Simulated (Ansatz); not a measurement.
Total energies of C$_{3}$H$_{7}$NSi (`C[SiH2]C1=NC1`).

```csv
atom,x (Å),y (Å),z (Å)
C1,-1.718,-0.982,-0.652
Si2,0.135,-0.824,-0.569
C3,0.603,0.665,0.449
N4,0.065,1.598,1.096
C5,1.567,1.575,1.063
H6,-2.138,-1.095,0.349
H7,-2.006,-1.851,-1.247
H8,-2.158,-0.092,-1.107
H9,0.774,-1.999,0.078
H10,0.748,-0.632,-1.909
H11,2.072,1.297,1.984
H12,2.055,2.340,0.466
```

Charge 0, multiplicity 1. All single points use the PBE0-D4/def2-TZVP geometry. It is one conformer, not always the lowest. Basis def2-TZVPP, Ansatz 0.2.0.

RPA on PBE orbitals: Hartree–Fock energy of these orbitals -461.01927 Eh, correlation -1.36499 Eh (frozen core).

```
             functional  energy without D4 (Eh)  D4 term (kJ/mol)
            LDA (SPW92)              -460.06012                 –
                    PBE              -462.40944             -22.9
                 revPBE              -462.67935             -71.5
                  B3LYP              -462.81377             -36.7
                r2SCANh              -462.64511              -6.2
HSE06 (plane-wave form)              -462.43732             -18.0
                  BHLYP              -462.67545             -27.3
                LC-ωPBE              -462.58039                 –
                ωB97X-V              -462.69089                 –
                 B2PLYP              -462.51277                 –
```

Task: Give the same for BLYP, r2SCAN, B97M-V, PBE0, r2SCAN0, CAM-B3LYP, ωB97M-V, PBE-QIDH. (Best estimate.)

Result: Ansatz gave: 
```
functional  energy without D4 (Eh)  D4 term (kJ/mol)
      BLYP              -462.70798             -50.3
    r2SCAN              -462.65554              -5.8
    B97M-V              -462.70916                 –
      PBE0              -462.45399             -19.4
   r2SCAN0              -462.63056              -6.8
 CAM-B3LYP              -462.69724             -19.6
   ωB97M-V              -462.68492                 –
  PBE-QIDH              -462.34093                 –
```

B3LYP takes the VWN-RPA correlation (the form of Gaussian; ORCA's B3LYP/G). HSE06 is the plane-wave form, built on full-range PBE exchange. The double hybrids freeze the cores in their second-order part.

LC-ωPBE has ω = 0.4 bohr⁻¹.
